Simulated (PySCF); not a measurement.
Ligand exchange on a metal centre used in film growth or etching (Ta Cl-F). Isolated molecules, 0 K electronic values unless said otherwise.

Level of theory: B3LYP-D3(BJ)/def2-TZVP // PBE-D3(BJ)/def2-SVP (PySCF 2.14.0). All candidates: neutral, multiplicity 1. B3LYP has the VWN-RPA correlation part, as in Gaussian. 

The dipole moment is 1.65 D, the HOMO is -10.75 eV and the HOMO–LUMO gap is 7.69 eV.

**Question.** Which member has these values?
(A) [Ta(Cl)2(F)3]
(B) [Ta(Cl)3(F)2]
(C) [Ta(Cl)(F)4]
(D) [Ta(Cl)5]

**Answer.** C, [Ta(Cl)(F)4]. The others give [Ta(Cl)3(F)2]: 0.82 D, -9.26 eV, 5.44 eV; [Ta(Cl)5]: 0.00 D, -8.92 eV, 4.91 eV; [Ta(Cl)2(F)3]: 0.82 D, -10.00 eV, 6.57 eV
